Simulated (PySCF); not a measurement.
AlO, SMILES [Al]=[O], multiplicity 2.

Coordinates come from a PBE0-D3(BJ)/def2-TZVPD optimisation.

Method: PBE0-D3(BJ)/def2-TZVPD run with PySCF.

Frequencies are harmonic and unscaled.

```csv
mode,ν (cm⁻¹),IR (km/mol),moving atoms (share of kinetic energy)
1,969,0.5,"O 63 %, Al 37 %"
```
